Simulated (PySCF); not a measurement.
H4PSi, SMILES [SiH2]P, multiplicity 2.

Geometry: PBE0-D3(BJ)/def2-TZVP. The isomer is the one that the SMILES or the coordinates give; other isomers of the formula were not compared.

Level of theory: PySCF with SMD-M06-2X/6-31G*.

Solvation free energies are E(SMD) − E(gas) at the gas-phase geometry, for 1 M in both phases. In vacuum the dipole moment is 0.94 D.

```
solvent          ΔG(solv) (kcal/mol)  its non-electrostatic (CDS) part  dipole (D)
---------------  -------------------  --------------------------------  ----------
water                            0.7                               2.4        1.32
chlorobenzene                   -0.9                               0.4        1.20
dichloromethane                 -1.3                               0.2        1.24
```
